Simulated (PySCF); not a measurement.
C2H3O, charge +1, singlet, geometry from GFN2-xTB. Base run: CCSD(T)/def2-SV(P) (PySCF).

Here is a job for PySCF.
```python
from pyscf import gto, scf, cc

mol = gto.Mole()
mol.atom = '''
    C    -0.01166182   -0.08945283   -1.26513497
    C    -0.00757544   -0.00008331   -0.00740794
    H     0.04865840    0.76815996   -1.92812251
    H    -0.05703832   -1.03326988   -1.79977604
    O     0.10024135    0.07934483    1.19620992
    H    -0.67812734    0.16756814    1.79347667
'''
mol.basis = 'def2-sv(p)'
mol.charge = 1
mol.verbose = 4
mol.build()

mf = scf.RHF(mol)
mf.kernel()

mycc = cc.CCSD(mf)
mycc.kernel()
et = mycc.ccsd_t()
print('E(CCSD(T)) = %.10f' % (mycc.e_tot + et))
```

The base run was repeated with changes; each row names its change, and settings that it needs were set with it.

```csv
change,ΔE vs base (kcal/mol),MP2 correlation (Eh),CC correlation without the perturbative part (Eh),basis functions
base,0.000,-0.41578,-0.43987,48
frozen = 2,…,…,…,48
cc.iterative_damping = 0.8,0.000,-0.41578,-0.43987,48
density fitting = JK and correlation,-0.053,-0.41583,-0.44002,48
frozen = 4,45.14,-0.34719,-0.36950,48
cc.diis_space = 10,0.000,-0.41578,-0.43987,48
method = cisd,…,-,-,48
cc.conv_tol = 1e-9,0.000,-0.41578,-0.43987,48
cart = on,…,…,…,…
cc.direct = True,0.000,-0.41578,-0.43987,48
```

Problem. Complete the blanks.

Solution. 
- frozen = 2, ΔE vs base (kcal/mol): 3.03
- frozen = 2, MP2 correlation (Eh): -0.41062
- frozen = 2, CC correlation without the perturbative part (Eh): -0.43513
- method = cisd, ΔE vs base (kcal/mol): 36.68
- cart = on, ΔE vs base (kcal/mol): -15.37
- cart = on, MP2 correlation (Eh): -0.42971
- cart = on, CC correlation without the perturbative part (Eh): -0.45376
- cart = on, basis functions: 51
